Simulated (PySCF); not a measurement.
## Trend along the second period: MBr cations

PBE0 with double-zeta basis sets in PySCF, for the lowest determinant that a PBE0 search found; no spin–orbit coupling. De refers to high-spin ground-configuration atoms (the charge goes to the atom of lower measured ionisation energy or higher electron affinity, which is not always the lowest computed limit). A positive dipole points towards Br; it is taken about the centre of mass and depends on that origin.

| M | basis | charged atom | state (unpaired electrons) | Re (Å) | ωe (cm⁻¹) | De (eV) | μ (D) |
| --- | --- | --- | --- | --- | --- | --- | --- |
| Li | jorge-DZP-DKH | Li+ | doublet (π ↑) | 2.673 | 273 | 0.59 | -10.12 |
| Be | x2c-SVPall | Be+ | singlet (closed shell) | 1.887 | 832 | 3.83 | -8.67 |
| B | pcseg-1 | B+ | doublet (σ ↑) | 1.754 | 953 | 3.57 | -3.47 |
| C | cc-pVDZ/cc-pVDZ-PP | C+ | singlet (closed shell) | 1.700 | 1001 | 6.23 | -0.40 |
| F | aug-cc-pVDZ-PP/aug-cc-pVDZ | Br+ | doublet (π ↑) | 1.702 | 802 | 2.55 | 1.54 |

The shortest bond is that of CBr⁺ (1.700 Å), the longest that of LiBr⁺ (2.673 Å). CBr⁺ is bound most strongly (6.23 eV) and LiBr⁺ least (0.59 eV).

The rows differ in basis set, which adds steps of its own.

The state changes along the series, so neighbouring rows are not always alike in their bonding.

Spin–orbit coupling is left out. For an ion De counts to the pair picked by the measured ionisation energies or electron affinities, which need not be the lowest pair at this level. States were picked by a PBE0 search and need not be the measured ground states.
